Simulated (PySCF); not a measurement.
Compound: C2H5F3Si.
InChI=1S/C2H5F3Si/c1-6-2(3,4)5/h6H2,1H3

Linear response at wB97X-D/def2-SVPD (PySCF, frozen core in the response, non-relativistic). Isolated species at its PBE0-D3(BJ)/def2-SVP geometry, gas phase.

Static isotropic polarisability: 54.73 au (8.11 Å³), principal values 51.0, 53.9, 59.3 au.

(1) What is the polarisability at 1064 nm and at the sodium D line?

(2) What is the isotropic C6 coefficient between two such molecules, C6 = (3/π)∫α(iω)² dω?

(3) Which effective excitation energy ω̄ makes London's formula C6 = (3/4)α²ω̄ exact here?

(4) How anisotropic is the static polarisability, by Δα² = ½[(α1 − α2)² + (α2 − α3)² + (α3 − α1)²]?

(5) What three-body coefficient follows from the one-pole estimate C9 = (3/4)·α·C6?

(6) What does −C6/R⁶ come to at R = 12 Å between centres?

(7) How many electrons N does the Slater–Kirkwood formula C6 = (3/4)·√N·α^(3/2) need to give this C6?

(8) What molar refraction at the D line follows from R = (4π/3)·N_A·α′, with α′ the polarisability volume?

(9) What n − 1 at the D line would an ideal gas of it have at 273.15 K and 1 atm (2.6868 × 10¹⁹ cm⁻³), by n − 1 = 2π·N·α′?

Answers

(1) 55.12 au at 1064 nm (+0.7 %), 56.02 au at 589.3 nm (+2.4 %). The rise at 589.3 nm is 3.33 times that at 1064 nm; a pure ω² law gives 3.26. The lowest singlet lies at 139 nm, shorter than both wavelengths.

(2) 1321 au (Eh·bohr⁶) by a ten-point quadrature over imaginary frequencies, which is 789 eV·Å⁶ or 76.1 J·nm⁶/mol.

(3) ω̄ = 4·C6/(3α²) = 0.588 Eh = 16.0 eV. A one-pole form α(ω) = α/(1 − ω²/ω̄²) fitted to the 1064 nm value gives 13.9 eV. London's choice of the ionisation energy (11.74 eV, ΔSCF at the same level) gives C6 = 969 au, 27 % too low.

(4) Δα = 7.3 au, or 0.13 of the isotropic value.

(5) 54200 au. This is an estimate from the two numbers above, not a computed integral.

(6) -25 J/mol. This is the leading, orientation-averaged term; C8 and higher terms are left out.

(7) N = (4·C6/3)²/α³ = 18.9; the species has 58 electrons in all.

(8) α′ = 8.30 Å³ gives R = 20.94 cm³/mol, for isolated, non-vibrating species.

(9) 14.01 × 10⁻⁴, a formal value whether or not that pressure can be reached.

The run took 22 s wall (with the writing of density and orbital grids) on one thread, Intel Xeon Platinum 8559C (x86_64), on a shared host, and the process peaked at 0.80 GiB of memory. This is the whole response run at wB97X-D/def2-SVPD, SCF included.

The values belong to the conformer `[CH3:1][SiH2:2][C:3]([F:4])([F:5])[F:6]`: C1–Si2–C3–F4 -62°.

wB97X-D is run here without its empirical dispersion term; that term would change no orbital, density or response property at a fixed geometry.
